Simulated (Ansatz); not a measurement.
`BNC(=N)F` + `[SiH3]S` → `BS[SiH3]` + `N=C(N)F` at 600 K and 1 bar (ligand exchange at a B–N bond).

Computed with Ansatz on PBE0-D4/def2-TZVP structures; ΔE is electronic, products minus reactants. CBS: MP2 limit from def2 TZ/QZ plus the TZ coupled-cluster correction, frozen cores. One conformer a species, not always the lowest.

```tsv
species	CCSD(T)/CBS energy (Eh)	H − E (kJ/mol)	S (J/(mol·K))
`BNC(=N)F`	-274.46558	215.3	378.4
`[SiH3]S`	-689.27336	126.3	326.2
`BS[SiH3]`	-714.68055	173.8	379.2
`N=C(N)F`	-249.04648	172.6	333.5
```

H − E and S are ideal-gas, rigid-rotor, harmonic terms from PBE0-D4/def2-TZVP, for one conformer and one mirror image of each species. 1 Eh = 2625.50 kJ/mol, R = 8.31446 J/(mol·K).

**Question.** By hand: ΔE, ΔH, ΔS and ΔG.

**Answer.** ΔE = (-714.68055) + (-249.04648) − (-274.46558) − (-689.27336) = 0.01191 Eh = 31.3 kJ/mol. Δ(H − E) = 173.8 + 172.6 − 215.3 − 126.3 = 4.8, so ΔH = 36.1 kJ/mol. ΔS = 379.2 + 333.5 − 378.4 − 326.2 = 8.1 J/(mol·K). ΔG = 36.1 − 600 × (8.1)/1000 = 31.2 kJ/mol.

**Question.** By hand: the equilibrium constant, and the temperature at which ΔG would vanish if ΔH and ΔS stayed fixed.

**Answer.** log₁₀ K = −ΔG/(RT ln 10) = -2.7. ΔG = 0 at ΔH/ΔS = 4457 K, far beyond where these terms or the molecules hold.

The number of gas molecules stays the same, so ΔS is small and ΔH decides. A doubt of 5 kJ/mol in ΔE shifts log₁₀ K by 0.4 here. Other conformers and mirror images would add mixing entropy, several J/(mol·K) or more a flexible species. These are equilibria of isolated gas molecules and say nothing of rates. Largest T1 diagnostic: 0.014 (customary marks: 0.02 for closed shells, 0.045 for open ones).
